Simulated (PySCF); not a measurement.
ClGe, doublet, at a GFN2-xTB geometry, with bond 2-1 at 2.4 times its length; CASSCF(5,7)/cc-pVDZ (PySCF).

PySCF was given this input:
```python
from pyscf import gto, scf, mcscf
import numpy

mol = gto.Mole()
mol.atom = '''
    Ge   -0.000000   -0.000000   -0.747540
    Cl    0.000000    0.000000    4.423678
'''
mol.basis = 'cc-pvdz'
mol.charge = 0
mol.spin = 1
mol.verbose = 4
mol.build()

mf = scf.ROHF(mol)
mf.kernel()
mc = mcscf.CASSCF(mf, 7, 5)
mc.fix_spin_(ss=0.75)
mc.kernel()
occ = numpy.linalg.eigvalsh(mc.fcisolver.make_rdm1(mc.ci, mc.ncas, mc.nelecas))[::-1]
ss = mc.fcisolver.spin_square(mc.ci, mc.ncas, mc.nelecas)[0]
print('natural occupations', occ.round(4), ' <S^2>', round(ss, 4))
```

### Question
Write the output that PySCF gives for this input, abridged.

### Answer

```
PySCF version 2.14.0

[INPUT] verbose = 4
[INPUT] num. atoms = 2
[INPUT] num. electrons = 49
[INPUT] charge = 0
[INPUT] spin (= nelec alpha-beta = 2S) = 1
[INPUT] symmetry False subgroup None
[INPUT] Mole.unit = angstrom
[INPUT] Symbol           X                Y                Z      unit          X                Y                Z       unit  Magmom
[...]
nuclear repulsion = 55.668200942308
number of shells = 11
number of NR pGTOs = 118
number of NR cGTOs = 45
basis = cc-pvdz
ecp = {}

******** <class 'pyscf.scf.rohf.ROHF'> ********
method = ROHF
initial guess = minao
damping factor = 0
level_shift factor = 0
DIIS = <class 'pyscf.scf.diis.CDIIS'>
diis_start_cycle = 1
diis_space = 8
diis_damp = 0
SCF conv_tol = 1e-09
SCF conv_tol_grad = None
SCF max_cycles = 50
direct_scf = True
direct_scf_tol = 1e-13
num. doubly occ = 24  num. singly occ = 1
Set gradient conv threshold to 3.16228e-05
init E= -2533.68801922422

WARN: HOMO -0.053240798178603 >= LUMO -0.0532407981785992

cycle= 1 E= -2534.60170740874  delta_E= -0.914  |g|= 0.378  |ddm|= 0.727
[...]
cycle= 2 E= -2529.30953419482  delta_E= 5.29  |g|= 1.61  |ddm|= 2.01

WARN: HOMO 1.03561483315041 >= LUMO -0.177756427752523

cycle= 3 E= -2532.97300530708  delta_E= -3.66  |g|= 0.674  |ddm|= 2.29
[...]
cycle= 4 E= -2534.592153346  delta_E= -1.62  |g|= 0.454  |ddm|= 1.19
[...]
cycle= 5 E= -2534.52406270618  delta_E= 0.0681  |g|= 0.637  |ddm|= 0.244
[...]
cycle= 6 E= -2534.63595945173  delta_E= -0.112  |g|= 0.282  |ddm|= 0.425

WARN: HOMO -0.138338845500656 >= LUMO -0.239923105922615

cycle= 7 E= -2534.06386922154  delta_E= 0.572  |g|= 0.707  |ddm|= 1.28
[...]
cycle= 8 E= -2534.64405115923  delta_E= -0.58  |g|= 0.345  |ddm|= 0.885
[...]
cycle= 9 E= -2534.65445245306  delta_E= -0.0104  |g|= 0.16  |ddm|= 0.884
[...]
cycle= 10 E= -2534.65947281487  delta_E= -0.00502  |g|= 0.0587  |ddm|= 0.551
[...]
cycle= 11 E= -2534.65995190565  delta_E= -0.000479  |g|= 0.075  |ddm|= 0.0785
[...]
cycle= 12 E= -2534.66857810881  delta_E= -0.00863  |g|= 0.247  |ddm|= 0.554
[...]
cycle= 13 E= -2534.6669271552  delta_E= 0.00165  |g|= 0.254  |ddm|= 0.0118
[...]
cycle= 14 E= -2534.63929981968  delta_E= 0.0276  |g|= 0.361  |ddm|= 0.172

WARN: HOMO -0.117790135575918 >= LUMO -0.117422127662589

cycle= 15 E= -2534.64950717222  delta_E= -0.0102  |g|= 0.331  |ddm|= 0.0674
[...]
cycle= 16 E= -2534.67709713311  delta_E= -0.0276  |g|= 0.193  |ddm|= 0.253
[...]
cycle= 17 E= -2534.6724099437  delta_E= 0.00469  |g|= 0.171  |ddm|= 0.159
[...]
[...]
converged SCF energy = -2534.66150211428
CASCI E = -2534.72304192283  S^2 = 0.7500001
[...]
               |grad[o]|=0.00251  |grad[c]|=0.0121  |ddm|=0.000443  |maxRot[o]|=0.021
macro iter  41 ( 21 JK    4 micro), CASSCF E = -2534.75553382296  dE = -5.92697234e-07  S^2 = 0.7500000
               |grad[o]|=0.00238  |grad[c]|=0.0119  |ddm|=0.000382  |maxRot[o]|=0.0159
macro iter  42 ( 21 JK    4 micro), CASSCF E = -2534.75553336898  dE =  4.53986104e-07  S^2 = 0.7500000
               |grad[o]|=0.00242  |grad[c]|=0.0125  |ddm|=0.000486  |maxRot[o]|=0.042
macro iter  43 ( 21 JK    4 micro), CASSCF E = -2534.75554788433  dE = -1.45153499e-05  S^2 = 0.7500000
               |grad[o]|=0.00192  |grad[c]|=0.00105  |ddm|=5.48e-05  |maxRot[o]|=0.0321
macro iter  44 ( 21 JK    4 micro), CASSCF E = -2534.75554832136  dE = -4.37032668e-07  S^2 = 0.7500000
               |grad[o]|=0.00171  |grad[c]|=0.0048  |ddm|=8.42e-05  |maxRot[o]|=0.00371
macro iter  45 ( 21 JK    4 micro), CASSCF E = -2534.75554864122  dE = -3.19865194e-07  S^2 = 0.7500000
               |grad[o]|=0.00162  |grad[c]|=0.00747  |ddm|=0.000218  |maxRot[o]|=0.00727
macro iter  46 ( 21 JK    4 micro), CASSCF E = -2534.75554873939  dE = -9.81690391e-08  S^2 = 0.7500000
               |grad[o]|=0.00154  |grad[c]|=0.00948  |ddm|=0.000319  |maxRot[o]|=0.0098
macro iter  47 ( 21 JK    4 micro), CASSCF E = -2534.75556879902  dE = -2.00596314e-05  S^2 = 0.7500000
               |grad[o]|=0.00155  |grad[c]|=0.00208  |ddm|=3.1e-05  |maxRot[o]|=0.0413
macro iter  48 ( 21 JK    4 micro), CASSCF E = -2534.75556911853  dE = -3.19508672e-07  S^2 = 0.7500000
               |grad[o]|=0.00153  |grad[c]|=0.00466  |ddm|=8.34e-05  |maxRot[o]|=0.00287
macro iter  49 ( 21 JK    4 micro), CASSCF E = -2534.75556903966  dE =  7.88709258e-08  S^2 = 0.7500000
               |grad[o]|=0.00143  |grad[c]|=0.00738  |ddm|=0.000244  |maxRot[o]|=0.00791
macro iter  50 ( 21 JK    4 micro), CASSCF E = -2534.75558852679  dE = -1.94871259e-05  S^2 = 0.7500000
               |grad[o]|=0.00145  |grad[c]|=0.00185  |ddm|=2.85e-05  |maxRot[o]|=0.0342
1-step CASSCF not converged,  50 macro (1004 JK 198 micro) steps
CASSCF canonicalization
Density matrix diagonal elements [1.99987712e+00 1.00725833e+00 9.92741468e-01 9.37537489e-05
 9.99249596e-01 7.49873091e-04 2.98607165e-05]
CASSCF energy = -2534.75558852679
CASCI E = -2534.75558852679  E(CI) = -19.9361820703971  S^2 = 0.7500000
natural occupations [2.     1.0084 1.     0.9916 0.     0.     0.    ]  <S^2> 0.75
```

Convergence was not reached.
